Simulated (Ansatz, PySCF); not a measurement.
C2H4BNO2, SMILES OB1C=NCO1. Atoms are numbered in the order given.

```xyz
10

O     -0.1264     2.1275     0.0000
B     -0.0709     0.7781     0.0000
C     -1.2341    -0.2849     0.0000
N     -0.7198    -1.4647     0.0000
C      0.7168    -1.3360     0.0000
O      1.0857     0.0422     0.0000
H      0.7475     2.5410     0.0000
H     -2.3259    -0.1741     0.0000
H      1.1368    -1.8299    -0.8937
H      1.1368    -1.8299     0.8937
```
Charge 0, spin multiplicity 1.

The structure is a stationary point at B3LYP-D3(BJ)/def2-SVP. The structure was generated by enumeration, and PubChem lists no compound with its InChIKey, so it may never have been made. Other conformers were not sampled.

Two levels are set side by side: PBE-D3(BJ)/def2-SVP (Ansatz, an electronic-structure program) and B3LYP-D3(BJ)/def2-SVP (Ansatz). Each level has its own optimised geometry; the coordinates shown are those of the second. Frequencies come from the Hessian of PySCF at each geometry. Differences are taken from unrounded values.

| quantity | B3LYP-D3(BJ) |
|---|---|
| mean bond length (Å) | 1.273 |
| bond O1–B2 (Å) | 1.351 |
| bond B2–C3 (Å) | 1.576 |
| bond B2–O6 (Å) | 1.371 |
| bond C3–N4 (Å) | 1.287 |
| bond N4–C5 (Å) | 1.442 |
| bond C5–O6 (Å) | 1.427 |
| bond O1–H7 (Å) | 0.967 |
| bond C3–H8 (Å) | 1.097 |
| bond C5–H9 (Å) | 1.104 |
| bond C5–H10 (Å) | 1.104 |
| highest harmonic wavenumber (cm⁻¹) | 3838 |
| mean harmonic wavenumber (cm⁻¹) | 1345 |
| zero-point energy (kcal/mol) | 46.15 |

**Question.** What does PBE-D3(BJ) give, and how far is it from B3LYP-D3(BJ)? (The exact figures need the calculation; the answer reports its results.)

**Answer.** 
| quantity | PBE-D3(BJ) | PBE-D3(BJ) minus B3LYP-D3(BJ) |
|---|---|---|
| mean bond length (Å) | 1.280 | 0.007 |
| bond O1–B2 (Å) | 1.360 | 0.009 |
| bond B2–C3 (Å) | 1.576 | 0.001 |
| bond B2–O6 (Å) | 1.383 | 0.012 |
| bond C3–N4 (Å) | 1.298 | 0.011 |
| bond N4–C5 (Å) | 1.442 | -0.001 |
| bond C5–O6 (Å) | 1.433 | 0.006 |
| bond O1–H7 (Å) | 0.975 | 0.008 |
| bond C3–H8 (Å) | 1.106 | 0.008 |
| bond C5–H9 (Å) | 1.113 | 0.009 |
| bond C5–H10 (Å) | 1.113 | 0.009 |
| highest harmonic wavenumber (cm⁻¹) | 3729 | -109 |
| mean harmonic wavenumber (cm⁻¹) | 1305 | -40 |
| zero-point energy (kcal/mol) | 44.78 | -1.37 |

GGA bonds tend to be longer and softer than those of functionals with exact exchange. Differences between two approximate levels are no errors against the true value.
